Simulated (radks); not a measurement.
V I, configuration [Ar] 3d4 7s1 (not the ground configuration).

Method: non-relativistic Kohn-Sham, PBE, spin-polarised, spherical densities, point nucleus; open shells are filled with parallel spins first; computed with a radial shooting solver on a logarithmic mesh with Libxc functionals.

Energy parts (hartree):
part                       energy
total                  -943.47113
kinetic                 942.65687
electron-nucleus      -2235.62772
Hartree                 394.52915
exchange-correlation    -45.02942

Orbitals (lengths in bohr, moments of r in powers of bohr; r(max) is where P^2 peaks):
| orbital | occ. | eigenvalue (hartree) | <1/r> | r(max) |
|---|---|---|---|---|
| 1s up | 1 | -195.7470 | 22.52 | 0.04410 |
| 1s down | 1 | -195.7479 | 22.52 | 0.04410 |
| 2s up | 1 | -21.89327 | 4.733 | 0.2581 |
| 2s down | 1 | -21.85138 | 4.740 | 0.2580 |
| 2p up | 3 | -18.46763 | 4.675 | 0.2091 |
| 2p down | 3 | -18.43607 | 4.681 | 0.2090 |
| 3s up | 1 | -2.63282 | 1.458 | 0.8288 |
| 3s down | 1 | -2.50808 | 1.457 | 0.8286 |
| 3p up | 3 | -1.71172 | 1.329 | 0.8522 |
| 3p down | 3 | -1.58749 | 1.327 | 0.8520 |
| 3d up | 4 | -0.31869 | 0.9201 | 0.9170 |
| 7s up | 1 | -0.02063 | 0.04934 | 30.15 |

The highest occupied level is 7s up at -0.561 eV. The spin density at the nucleus is -0.6946 e/bohr^3 (1s 0.0019, 2s -0.9241, 3s 0.1323, 7s 0.0953), a Fermi contact field of -36.4 T. Spin moment in Bohr magnetons: 5. Virial ratio -V/T = 2.00086. The electron density at the nucleus is 8180 e/bohr^3.

Empty levels of this run are not shown, since the potential may be unsettled where no density lies.
